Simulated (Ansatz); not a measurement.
Cost and result for the atomization energy of CH5ClGeOSe (`C[O][GeH]([Cl])[SeH]`) (10 atoms, 9 bonds).

Cartesian coordinates in Å:
```
C 0.812 0.364 1.310
O 1.213 0.176 -0.032
Ge 0.048 -0.343 -1.243
Cl -0.649 -2.305 -0.691
Se -1.822 1.071 -1.341
H -0.016 1.078 1.389
H 0.511 -0.581 1.775
H 1.669 0.763 1.855
H 0.821 -0.402 -2.558
H -2.588 0.178 -0.464
```

The species carries charge 0 and has multiplicity 1. Correlated methods include outer-core shells of Ge, Se, which these sets cover unevenly. Scalar relativity is left out up to krypton. All single points use the PBE0-D4/def2-TZVP geometry. It is one conformer, not always the lowest. Program: Ansatz. Hardware: A = 2 threads of an AMD EPYC 7R13 on a shared host; B = 2 threads of an AMD EPYC 7R13 on a shared host and a share of an NVIDIA H100 80 GB. Times are those of one run each, without the atoms' runs, and a repeat can differ threefold. Electronic energies, without spin–orbit coupling; frozen cores. CCSD(T)/CBS adds CCSD(T) − MP2 in def2-TZVPP to the MP2 limit, and its time is that of the two runs behind it. T1 = 0.011. With those shells the extrapolation isn't a true limit. B3LYP takes the VWN-RPA correlation (the form of Gaussian; ORCA's B3LYP/G).

CCSD(T)/CBS is a level of theory with its own doubt, some kJ/mol a heavy atom from the limit and from the frozen cores, so smaller differences don't rank the functionals.

```tsv
level	functions	wall time
PBE-D4/def2-TZVPP (with forces) [A]	270	5.5 s
PBE0-D4/def2-TZVPP [A]	270	8.5 s
r2SCAN-D4/def2-TZVPP (with forces) [A]	270	10 s
MP2/def2-QZVPP [B]	512	10 s
B3LYP-D4/def2-TZVPP (with forces) [A]	270	14 s
B2PLYP/def2-TZVPP [A]	270	14 s
CCSD(T)/def2-TZVPP [B]	270	16 s
ωB97X-V/def2-TZVPP [A]	270	18 s
ωB97M-V/def2-TZVPP (with forces) [A]	270	25 s
CCSD(T)/CBS(def2)	–	26 s
```

Problem. What atomization energy does each give, and how far from CCSD(T)/CBS? (Estimate.)

Solution. Computed: 
```csv
level,atomization (kJ/mol),difference from CCSD(T)/CBS,per bond
PBE-D4/def2-TZVPP (with forces) [A],3317.5,36.6,4.1
PBE0-D4/def2-TZVPP [A],3254.9,-26.0,-2.9
r2SCAN-D4/def2-TZVPP (with forces) [A],3282.7,1.8,0.2
MP2/def2-QZVPP [B],3299.6,18.7,2.1
B3LYP-D4/def2-TZVPP (with forces) [A],3241.1,-39.8,-4.4
B2PLYP/def2-TZVPP [A],3212.2,-68.7,-7.6
CCSD(T)/def2-TZVPP [B],3194.9,-86.0,-9.6
ωB97X-V/def2-TZVPP [A],3281.7,0.8,0.1
ωB97M-V/def2-TZVPP (with forces) [A],3255.4,-25.5,-2.8
CCSD(T)/CBS(def2),3280.9,0.0,0.0
```

In def2-TZVPP, CCSD(T) changes the Hartree–Fock value by +903.4 kJ/mol (the triples alone add +59.3 kJ/mol) and MP2 by +958.4 kJ/mol; breaking electron pairs costs correlation energy, which Hartree–Fock lacks. From PBE to PBE0 (25 % exact exchange), in def2-TZVPP and without D4, the atomization energy moves by −58.7 kJ/mol: exact exchange takes away binding that semilocal exchange gives to molecules. The D4 term adds +45.0 kJ/mol with B3LYP and +23.9 kJ/mol with PBE0; it sums over pairs of atoms, weighted by their polarisabilities, and B3LYP, whose exchange is more repulsive, gets the larger term.
